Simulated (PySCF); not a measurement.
**L and K shells in Si(NH2)2Me2**

Compound: Si(NH2)2Me2, C₂H₁₀N₂Si.
Structure used (PBE0-D3(BJ)/def2-SVP), in Å, numbered top down from 1:
```xyz
15
C2H10N2Si angstrom
Si     0.1402   -0.0466    0.1269
N      0.0709   -0.0529    1.8580
H      0.6813   -0.6533    2.3991
H     -0.1638    0.7912    2.3645
N      1.7972   -0.1860   -0.3876
H      2.0045   -0.5336   -1.3173
H      2.4679    0.5253   -0.1179
C     -0.7422    1.5314   -0.3978
H     -0.7564    1.6266   -1.4950
H     -0.2447    2.4288    0.0051
H     -1.7869    1.5378   -0.0470
C     -0.7337   -1.5272   -0.6223
H     -1.7956   -1.5271   -0.3313
H     -0.2869   -2.4701   -0.2700
H     -0.6846   -1.5204   -1.7234
```

The calculation used delta-SCF UKS SCAN, pcX-2 on the ionised atom, pcseg-1 elsewhere, spin-free X2C (PySCF 2.14.0). Binding energies are ΔSCF values: E(core-ionised, relaxed orbitals) − E(ground state) at a fixed geometry, referred to the vacuum level. Spin–orbit coupling isn't in the SCF: each 2p doublet comes from a relaxed spin-free hole plus a matrix of the shell (mean-field spin–orbit coupling and the ground-state 2p splitting), with 2p3/2 averaged over its two sublevels. The splitting includes the ligand field, and 2p3/2 is the mean of two sublevels.

Give the 2p3/2 and 2p1/2 binding energies and the splitting.

```csv
atom,environment,2p3/2 (eV),2p1/2 (eV),splitting (eV),mean of the shell (eV)
Si1,silicon bonded to 2 C and 2 N,106.29,106.91,0.62,106.50
```

What are the 1s binding energies of the same atoms?

Si1 1846.29 eV.

Which Kα1 and Kα2 emission energies and wavelengths follow?

The photon carries the difference of the 1s-hole and 2p-hole states, both at the ground state's geometry; λ = 12398.42 eV Å/E.

| atom | Kα1 (eV) | Kα2 (eV) | λ(Kα1) (Å) | λ(Kα2) (Å) |
| --- | --- | --- | --- | --- |
| Si1 | 1740.00 | 1739.38 | 7.1255 | 7.1281 |

And the 1s levels of the other atoms?

C8/C12 (carbon bonded to Si and 3 H) 289.75 eV; N2/N5 (nitrogen bonded to Si and 2 H) 404.13 eV.

One atom of each set of topologically equivalent atoms was ionised and stands for the set; in this conformer not all members are related by symmetry, and their own values weren't computed. Isolated species at its PBE0-D3(BJ)/def2-SVP geometry (one conformer only).

Time: 13 s wall; peak memory 0.56 GiB. Hardware: one thread, AMD EPYC 9R45 (x86_64), shared host with 96 logical CPUs at a one-minute load of 18.
